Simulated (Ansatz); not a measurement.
LiAg6⁺. Total charge 1; singlet. Geometry r2SCAN-D4/def2-SVP.

Cartesian coordinates in Å:
```
Li -2.088 -1.974 -0.683
Ag 0.489 -0.632 0.123
Ag 2.431 1.059 0.754
Ag -1.883 0.223 0.947
Ag 1.725 0.582 -1.915
Ag 0.399 0.429 2.577
Ag -1.072 0.313 -1.803
```

In the def2 sets Ag takes a core potential; there is no spin–orbit coupling. The restricted singlet is unstable towards broken spin symmetry in Hartree–Fock (as tested in another run); at PBE-D4/def2-SVP, PBE-D4/def2-TZVP, r2SCAN-D4/def2-TZVP, PBE0-D4/def2-SVP and others this wasn't settled. Another isomer (singlet) lies 0.59 eV lower at PBE0-D4/def2-TZVP; other spin states weren't run for this one.

(1) Estimate the orbital energies around the gap (eV) in Ansatz with PBE-D4/def2-SVP, PBE-D4/def2-TZVP, r2SCAN-D4/def2-TZVP, PBE0-D4/def2-SVP, BHLYP-D4/def2-TZVP.

## Answers

(1) 
| orbital | PBE-D4/def2-SVP | PBE-D4/def2-TZVP | r2SCAN-D4/def2-TZVP | PBE0-D4/def2-SVP | BHLYP-D4/def2-TZVP |
| --- | --- | --- | --- | --- | --- |
| HOMO−5 | -10.62 | -10.59 | -10.72 | -12.09 | -13.66 |
| HOMO−4 | -10.49 | -10.44 | -10.62 | -12.00 | -13.51 |
| HOMO−3 | -10.45 | -10.39 | -10.57 | -11.91 | -13.42 |
| HOMO−2 | -10.35 | -10.30 | -10.47 | -11.67 | -12.43 |
| HOMO−1 | -8.82 | -8.84 | -8.80 | -9.24 | -9.60 |
| HOMO | -8.63 | -8.66 | -8.59 | -8.99 | -9.30 |
| LUMO | -6.83 | -6.85 | -6.62 | -6.02 | -5.30 |
| LUMO+1 | -6.49 | -6.52 | -6.31 | -5.71 | -5.01 |
| LUMO+2 | -6.35 | -6.40 | -6.18 | -5.61 | -4.98 |
| LUMO+3 | -5.65 | -5.71 | -5.36 | -4.94 | -4.39 |
| LUMO+4 | -4.68 | -4.75 | -4.43 | -3.96 | -3.41 |
| LUMO+5 | -4.57 | -4.61 | -4.31 | -3.83 | -3.20 |
